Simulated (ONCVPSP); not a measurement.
## PBE ONCV dataset for iron (Fe), non-relativistic all-electron reference.

ONCVPSP 4.0.1 input, shortened (lines: element, Z, core and valence counts, functional; n l f; lmax; l rc ep ncon nbas qcut; lloc lpopt rc5 dvloc0; l nproj debl; icmod fcfact rcfact), PBE, non-relativistic:

```
  Fe 26.00    5    3        4      upf
    1    0    2.00
    2    0    2.00
    2    1    6.00
    3    0    2.00
    3    1    6.00
    3    2    6.00
    4    0    1.75
    4    1    0.25
    2
    0    2.50    0.00    4    7    3.20
    1    3.65    0.00    3    6    2.50
    2    1.25    0.00    4    9   14.70
    4    5    0.80    3.00
    0    2    1.20
    1    2    2.40
    2    3    3.30
    0    0.00    0.00
```

Poles of the logarithmic derivatives, all-electron (AE) and pseudo (PS). s: poles at 0.8 (AE) and 0.8, 4.2 (PS) Ha. p: poles at 0.3, 2.1, 4.8 (AE) and 0.3, 1.3, 2.1, 4.3 (PS) Ha. d: poles at 0.9 (AE) and 0.9 (PS) Ha. Test radii: s 2.54, p 3.70, d 1.27 bohr.

- Cutoffs needed: 71 Ha and 82 Ha (the cutoffs (Ha) at which the residual kinetic energy of the hardest occupied pseudo-wave falls to 1 and 0.1 mHa per electron)
- Ghost test: ghosts flagged at negative energy: s at -160.7 eV; GHOST(+) flagged for p at 35.7 eV; a true bound ghost makes a file unfit for plane-wave use
- Configuration tests: 1 of 4 tests not solved or not reliable
